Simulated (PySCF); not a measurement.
**Spinor energies of Ba²⁴⁺ (barium, charge +24)**

Start: [Ar] 3d10 4s2 4p2; 4p1/2 filled at m_j = -1/2, +1/2. Calculated with PySCF 2.14 in an uncontracted even-tempered set (17 s from 1.8 bohr⁻², ratio 2.8; 13 p from 2.3 bohr⁻², ratio 2.8; 8 d from 4.2 bohr⁻², ratio 2.8; 4 f from 12 bohr⁻², ratio 3): generalised Hartree-Fock with the X2C-1e Hamiltonian and a Gaussian nucleus; one run each with spin-orbit coupling (SO) switched off, then screened by Boettger's factors.

| spinor shell | electrons | ε, spin-free (eV) | ε, screened SO (eV) | weight of nominal j (screened SO) | rms radius, screened SO (bohr) |
| --- | --- | --- | --- | --- | --- |
| 1s1/2 | 2 | -38375.9 | -38369.5 | 1.000 | 0.0292 |
| 2s1/2 | 2 | -6789.7 | -6786.8 | 1.000 | 0.119 |
| 2p1/2 | 2 | -6159.6 | -6426.7 | 1.000 | 0.102 |
| 2p3/2 | 4 | -6159.6 | -6038.5 | 1.000 | 0.108 |
| 3s1/2 | 2 | -2018.4 | -2016.5 | 1.000 | 0.307 |
| 3p1/2 | 2 | -1810.2 | -1865.4 | 1.000 | 0.298 |
| 3p3/2 | 4 | -1810.2 | -1783.4 | 1.000 | 0.311 |
| 3d3/2 | 4 | -1515.0 | -1523.9 | 1.000 | 0.281 |
| 3d5/2 | 6 | -1515.0 | -1506.3 | 1.000 | 0.284 |
| 4s1/2 | 2 | -862.16 | -861.36 | 1.000 | 0.662 |
| 4p1/2 | 2 | -794.87 | -805.56 | 1.000 | 0.671 |

| quantity | spin-free | screened SO |
| --- | --- | --- |
| E (hartree) | -7861.90558 | -7865.84204 |
| M_J | 0 | 0 |
| ⟨J²⟩ | 2.002 | 0.000 |
| ⟨L²⟩ | 2.002 | 1.347 |
| ⟨S²⟩ | 2.001 | 1.347 |

Breit and QED terms are absent; they matter most for the inner s and p1/2 levels.

Densities and radii are taken from the X2C orbitals without a picture-change correction, which distorts them close to the nucleus.

Without spin-orbit coupling the j labels of p, d and f shells carry no meaning; the spin-free column gives the mean over the occupied spinors of each nl shell.
